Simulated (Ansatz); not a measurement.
Species: H₃SiNO, charge 0, singlet. H3SiNO (SMILES N[Si]O).
B3LYP-D3(BJ)/def2-TZVP minimum from Ansatz (an electronic-structure program):
```xyz
6

Si    -0.3061     0.0802     0.5636
O      0.6434     1.2327    -0.1665
H      1.0857     1.0787    -1.0087
N     -0.2179    -1.2393    -0.5407
H      0.2896    -1.2887    -1.4144
H     -0.7114    -2.0994    -0.3509
```

Atomisation energy term by term, kcal/mol (programs: Ansatz). Radicals and triplets start from unrestricted determinants; spin-orbit coupling is neglected. Cores are frozen in correlated methods. Rows without X2C or -DK are non-relativistic. CBS(X,Y): correlation extrapolated as X^-3, Hartree-Fock from the larger set (Q,5: extrapolated as (X+1)exp(-9√X)). A bracket is a step between two methods taken in the basis named. '+ core + X2C': CCSD(T) terms for core correlation (cc-pwCVTZ, 1s frozen past Ne) and scalar relativity (cc-pVTZ-DK). For partners of very few electrons the exact lower level stands in for a higher one.

| term | basis | kcal/mol |
|---|---|---|
| Hartree-Fock | CBS(cc-pV(Q+d)Z,cc-pV(5+d)Z) | 344.33 |
| CCSD correlation | CBS(cc-pV(Q+d)Z,cc-pV(5+d)Z) | 162.67 |
| (T) | CBS(cc-pV(Q+d)Z,cc-pV(5+d)Z) | 10.77 |
| CCSDT(Q) - CCSD(T) | cc-pV(D+d)Z | 0.82 |
| core correlation | cc-pwCVTZ | 1.37 |
| scalar relativity | X2C, cc-pVTZ-DK | -0.84 |
| sum: De |  | 519.1 |
